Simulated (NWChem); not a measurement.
Correlation energy of bromine (Br$_{2}$)

SMILES: BrBr
```xyz
2

Br     0.0000     0.0000     1.1492
Br     0.0000     0.0000    -1.1492
```
Charge 0, spin multiplicity 1.

All runs are NWChem calculations. Structure: optimised with PBE0/def2-SVP, a minimum by its harmonic frequencies.

Basis set: STO-3G. Each correlation energy counts from its own Hartree-Fock reference.

The Hamiltonian is non-relativistic. The correlated methods keep 18 core orbitals frozen. Coupled-cluster values serve here as a point of comparison, not as the truth.

| method | correlation energy (mHa) |
|---|---|
| MP2 | (withheld) |
| SCS-MP2 | (withheld) |
| CR-CCSD[T] | -24.8 |
| CR-CCSD(T) | -24.8 |
| CCSD | -24.8 |
| CCSD+T(CCSD) | -24.8 |
| CCSD(T) | -24.8 |
| CCSDT | -24.8 |

Question: What belongs in the gaps?

Answer: 
- MP2, correlation energy (mHa): -16.7
- SCS-MP2, correlation energy (mHa): -20.0
